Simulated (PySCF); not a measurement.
Electronic structure of Mg⁺ (magnesium, charge +1) at the UHF level

Configuration: [Ne] 3s1, 2S determinant. Calculation: PySCF 2.14, in aug-cc-pCVTZ-DK with one added diffuse shell each of s, p, d, f type (9s8p6d4f, 91 functions); the spin-free X2C one-electron Hamiltonian (Gaussian nucleus).

| Property | Result |
| --- | --- |
| Total energy | -199.676474 hartree |
| One-electron energy | -276.1193 hartree |
| Hartree (Coulomb) energy | 92.3453 hartree |
| Exchange energy | -15.9024 hartree |
| ⟨S²⟩ | 0.7501 |
| ⟨L²⟩ | 0.000 |
| Sum of ⟨r⟩ | 8.575 bohr |
| Sum of ⟨r²⟩ | 13.98 bohr² |
| Langevin diamagnetic susceptibility | -11.1 ×10⁻⁶ cm³/mol |

| shell | electrons | mean orbital energy (eV) | rms radius, mean of both spins (bohr) |
| --- | --- | --- | --- |
| 1s α | 1 | -1345.5 | 0.151 |
| 1s β | 1 | -1345.3 | 0.151 |
| 2s α | 1 | -111.76 | 0.754 |
| 2s β | 1 | -111.28 | 0.754 |
| 2p α | 3 | -70.884 | 0.771 |
| 2p β | 3 | -70.714 | 0.771 |
| 3s α | 1 | -14.759 | 3.04 |
